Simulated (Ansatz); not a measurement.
`C[SiH]1BCC1` → B• + 3 C• + 9 H• + Si•  (atomization)

Program: Ansatz. Geometries: PBE0-D4/def2-TZVP. ΔE: electronic, gas phase. CBS: MP2 limit from def2 TZ/QZ plus the TZ coupled-cluster correction, frozen cores. This one scheme is used for every species, atoms too. DFT in def2-TZVPP. B3LYP here is the variant with VWN-RPA as its local correlation; programs differ in this. No spin–orbit coupling; open shells (•) take unrestricted orbitals. Spin–orbit coupling would lower the free atoms: a little for B, C, Si.

| level | ΔE (kJ/mol) | difference from CCSD(T)/CBS |
| --- | --- | --- |
| r2SCAN-D4 | 5252.3 | 37.6 |
| r2SCAN | 5245.1 | 30.4 |
| PBE0 | 5239.3 | 24.6 |
| B3LYP | 5184.0 | -30.7 |
| HF/def2-TZVPP | 3990.2 | -1224.5 |
| MP2/def2-TZVPP | 5147.7 | -67.0 |
| SCS-MP2/def2-TZVPP | 5138.8 | -75.9 |
| CCSD(T)/def2-TZVPP | 5101.8 | -112.9 |
| HF/def2-QZVPP | 3994.8 | -1219.9 |
| MP2/def2-QZVPP | 5214.1 | -0.6 |
| CCSD(T)/CBS | 5214.7 | 0 |

Largest T1 diagnostic among the species: 0.014.

The D4 term adds +46.6 kJ/mol with B3LYP and +24.5 kJ/mol with PBE0; it sums over pairs of atoms, weighted by their polarisabilities, and B3LYP, whose exchange is more repulsive, gets the larger term. From PBE to PBE0 (25 % exact exchange), in def2-TZVPP and without D4, ΔE moves by −36.5 kJ/mol: exact exchange takes away binding that semilocal exchange gives to molecules. In def2-TZVPP, CCSD(T) changes the Hartree–Fock value by +1111.6 kJ/mol (the triples alone add +60.1 kJ/mol) and MP2 by +1157.6 kJ/mol; breaking electron pairs costs correlation energy, which Hartree–Fock lacks.

For atomizations the MP2-based limit and the directly extrapolated one differ by several kJ/mol either way, and by 10 to 25 for some Ge, Se and Sn compounds, so smaller differences from it don't rank the levels.
